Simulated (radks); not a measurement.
Task: Radial electron density D(r) = 4 pi r^2 rho(r) of an atom or ion with 11 electrons. Calculated with a radial shooting solver on a logarithmic mesh with Libxc functionals: non-relativistic Kohn-Sham, PBE, spin-polarised, spherical densities, point nucleus.

r (bohr),D(r) (e/bohr),spin D(r)
0.005981,2.793,0.0237
0.007543,4.134,0.0350
0.009437,5.931,0.0499
0.01181,8.326,0.0695
0.01477,11.38,0.0938
0.01848,15.03,0.121
0.02312,19.03,0.149
0.02892,22.90,0.168
0.03618,25.87,0.171
0.04527,27.15,0.147
0.05664,26.26,0.0941
0.07085,23.62,0.0287
0.08936,20.68,-0.00544
0.1118,19.82,0.0548
0.1399,22.09,0.232
0.175,26.14,0.450
0.2189,28.39,0.521
0.2739,25.60,0.319
0.3426,18.07,0.0299
0.4286,9.716,0.133
0.5363,4.391,0.829
0.6709,2.411,1.55
0.8461,1.621,1.51
1.059,0.8209,0.813
1.324,0.2371,0.237
1.657,0.03365,0.0337
2.073,0.002000,0.00200

What is the nuclear charge?

Result: Z = 23. The innermost maximum, from 1s, lies near 1/Z = 0.0435 bohr (found: 0.0464), and its height grows with Z. The density is that of the vanadium ion V12+ in [Ne] 3s1; the configuration itself is not fixed sharply by these data, and Z only to about a unit. D(r) has 2 maxima, at r = 0.0464, 0.219 bohr, and minima at 0.107 bohr, inside which lie 2.15 electrons.
